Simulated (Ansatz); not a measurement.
`CB(C)O[SiH3]`. Charge 0, multiplicity 1.

Cartesian coordinates in Å:
```
C 0.814 -1.189 0.376
B -0.438 -0.245 0.229
C -1.850 -0.640 0.786
O -0.313 0.970 -0.388
Si 0.960 1.734 -1.104
H 0.545 -2.233 0.549
H 1.392 -0.865 1.253
H 1.499 -1.143 -0.476
H -1.781 -1.078 1.786
H -2.557 0.191 0.804
H -2.273 -1.428 0.150
H 0.482 3.066 -1.541
H 2.083 1.897 -0.143
H 1.439 0.964 -2.282
```

Problem. List the harmonic frequencies (cm⁻¹, unscaled) at PBE0-D4/def2-TZVP in Ansatz. (Best estimate.)

Solution. The calculation gave: 42, 71, 95, 115, 123, 289, 385, 410, 632, 699, 729, 738, 811, 833, 952, 954, 958, 970, 993, 1164, 1303, 1340, 1363, 1445, 1451, 1462, 1470, 2225, 2225, 2254, 3028, 3033, 3092, 3095, 3131, 3141.

Problem. Is this a minimum?

Solution. Yes, all 36 modes are real.

Problem. Give the ideal-gas thermochemistry at 298.15 K and 1 bar (rigid rotor, harmonic oscillator; point group C1, symmetry number 1).

Solution. Zero-point energy 281.3 kJ/mol; H(298) − E = 306.2 kJ/mol; entropy 380.7 J/(mol·K), of which translation 164.7, rotation 112.2, vibration 103.8; G(298) − E = 192.7 kJ/mol. Modes under 100 cm⁻¹ are hindered rotations or soft bends, so the harmonic entropy is rough.

Problem. Rotational constants (cm⁻¹)?

Solution. 0.2367, 0.07538, 0.05961.
